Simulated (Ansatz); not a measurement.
KBr, closed-shell singlet (the spin of the measured ground state), most abundant isotopes (38.9637 and 78.9183 u). Constants from fifth-degree fits in 1/R to seven points on the lowest solution found; no spin–orbit coupling, no relativity up to Kr; ω_e x_e and α_e move by some per cent with the fit.

Correlated levels freeze the inner cores; with def2 sets outer-core shells near the valence are correlated too.

Programs: Ansatz (a quantum-chemistry and plane-wave program) with Gaussian orbitals. 

At CCSD(T)/def2-QZVPP: B₀ = 0.079576 cm⁻¹, fundamental 218 cm⁻¹.

**Question.** Taking the state as ¹Σ, work out the ideal-gas entropy and heat capacity at 298.15 K and 1 bar (rigid rotor, harmonic oscillator at the fundamental, no nuclear spin).

**Answer.** 
Translation: S = R(1.5 ln M + 2.5 ln T − 1.1517) with M = 117.882 u gives 168.34 J/(mol K). Rotation: q = kT/(σhcB₀) = 2604.1 with σ = 1 and hc/k = 1.43878 cm K, S = R(ln q + 1) = 73.71. Vibration: u = hcν/kT = 1.051, S = R(u/(eᵘ − 1) − ln(1 − e⁻ᵘ)) = 8.28. Sum S° = 250.3 J/(mol K). C_p = 7R/2 + R u² eᵘ/(eᵘ − 1)² = 36.69 J/(mol K).
